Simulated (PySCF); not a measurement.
**Quadrupolar nuclei of `CCN(C)N(C)CC` in NMR**

Compound: C6H16N2.
Geometry (GFN2-xTB, Å), atoms numbered from 1 in this order:
```
atom  x, y, z in Å
C1    -1.9085   -0.2101    1.4378
C2    -1.7581   -0.3665   -0.0678
N3    -0.3589   -0.4766   -0.4423
C4    -0.1920   -0.8470   -1.8361
N5     0.3848    0.6389   -0.0016
C6     0.3482    1.8098   -0.8595
C7     1.7406    0.2636    0.3615
C8     1.7395   -0.8119    1.4378
H9    -1.3991    0.6901    1.7676
H10   -2.9607   -0.1454    1.7028
H11   -1.4667   -1.0633    1.9438
H12   -2.2458   -1.2895   -0.3929
H13   -2.2613    0.4729   -0.5804
H14   -0.7185   -0.1806   -2.5361
H15    0.8682   -0.8508   -2.0833
H16   -0.5774   -1.8578   -1.9683
H17    0.7069    2.6647   -0.2868
H18    0.9675    1.7142   -1.7642
H19   -0.6809    2.0058   -1.1561
H20    2.2277    1.1656    0.7422
H21    2.3219   -0.0859   -0.5107
H22    1.2165   -0.4537    2.3196
H23    2.7608   -1.0671    1.7092
H24    1.2335   -1.6998    1.0713
```

Computed at PBE0/pcSseg-1 (PySCF, non-relativistic):

```csv
atom,environment,nucleus,spin I,Q (b),CQ = χzz (MHz),η
N3,hydrazine nitrogen,14N,1,0.02044,-7.220,0.323
```

PQ = |CQ|√(1 + η²/3), νQ = 3|CQ|/[2I(2I − 1)], ν0 = |g|·7.62259 MHz/T·B with g(14N) = 0.40376: values at 18.8 T?

| atom | PQ (MHz) | νQ (MHz) | ν0 (MHz) | νQ/ν0 |
| --- | --- | --- | --- | --- |
| N3 | 7.344 | 10.83 | 57.86 | 0.187 |

For N3: PQ = 7.220 × 1.0172, νQ = 7.220 × 1.5000, ν0 = 3.0777 MHz/T × 18.8 T.

Solvent, lattice and vibrations would change these gradients. One conformer (not necessarily the lowest) at the GFN2-xTB geometry, without solvent, vibrations or thermal averaging. GFN2-xTB bond lengths can be off by several hundredths of an ångström, more for odd bonds, and the gradients follow them. With so small a basis the couplings can be 20 % off.
